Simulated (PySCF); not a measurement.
All values below come from PBE-D3(BJ)/def2-TZVP // CAM-B3LYP-D3(BJ)/def2-TZVP run with PySCF. Isolated molecules, 0 K electronic values unless said otherwise. 

Reference species (SMILES): `[Cl][GeH]([Cl])[Cl]` (neutral, multiplicity 1).

The HOMO–LUMO gap comes out as 5.54 eV and the HOMO is -7.94 eV.

Changed species: `[Cl][Ge]([Cl])([Cl])[Cl]` (0 of 4 Cl replaced by H; the reference has 1 of 4 Cl replaced by H).

### Question
What does the change do to the HOMO–LUMO gap and HOMO?

### Answer
the HOMO–LUMO gap decreases by 0.55 eV, to 4.99 eV; the HOMO decreases by 0.26 eV, to -8.20 eV.
